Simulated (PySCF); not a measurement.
C₆H₁₀O₂.
Atom-mapped SMILES: `[CH3:1][C:2](=[O:3])[O:4][C@@H:5]1[CH2:6][C@@H:7]1[CH3:8]` (hydrogens: H9, H10, H11 on C1; H12 on C5; H13, H14 on C6; H15 on C7; H16, H17, H18 on C8)

Level: B3LYP/def2-SVPD in PySCF, non-relativistic, on one gas-phase PBE0-D3(BJ)/def2-SVP geometry that isn't relaxed in the solvent. The solvent is an IEF-PCM continuum (Bondi radii, 1.10 Å for H, scaled by 1.2). Only the electrostatic response of the medium enters.

Gas phase at B3LYP/def2-SVPD: HOMO -7.62 eV, LUMO -0.13 eV, dipole 1.85 D.

What does the continuum do to the energy, the frontier levels and the dipole at B3LYP/def2-SVPD in acetonitrile?

| solvent | ε | E(solvent) − E(gas) (kcal/mol) | polarisation term (kcal/mol) | distortion of the solute (kcal/mol) | HOMO (eV) | LUMO (eV) | dipole (D) |
| --- | --- | --- | --- | --- | --- | --- | --- |
| acetonitrile | 35.69 | -5.47 | -6.29 | 0.82 | -7.56 | -0.23 | 2.45 |

The polarisation term is half the interaction of the solute with the surface charges that it induces; the rest is the cost of distorting the solute's density. The sum is the electrostatic part of solvation alone.

Which radius a makes the point-dipole formula ΔE = −[(ε − 1)/(2ε + 1)]·μ²/a³ give the value in acetonitrile, with the gas-phase dipole?

μ = 0.728 au and |ΔE| = 0.00872 Eh give a = 1.63 Å; the farthest nucleus lies 3.72 Å from the centroid of the nuclei, so such a sphere wouldn't even hold the nuclei. The formula assumes a rigid point dipole at the centre of a sphere.

How does the static polarisability (B3LYP/def2-SVPD, frozen core, with the continuum's full static response) change?

| medium | isotropic (au) | principal values (au) | ⟨r²⟩ of the electrons (bohr²) |
| --- | --- | --- | --- |
| gas | 77.7 | 70.6, 73.2, 89.5 | 1053.0 |
| acetonitrile | 102.8 | 93.8, 101.0, 113.6 | 1052.0 |

The isotropic value in acetonitrile is 1.32 times the gas-phase one; no cavity-field correction is applied. ⟨r²⟩ is taken about the centre of nuclear charge.

The values belong to the conformer `[CH3:1][C:2](=[O:3])[O:4][C@@H:5]1[CH2:6][C@@H:7]1[CH3:8]`: C1–C2–O4–C5 -178°, C2–O4–C5–C6 159°.
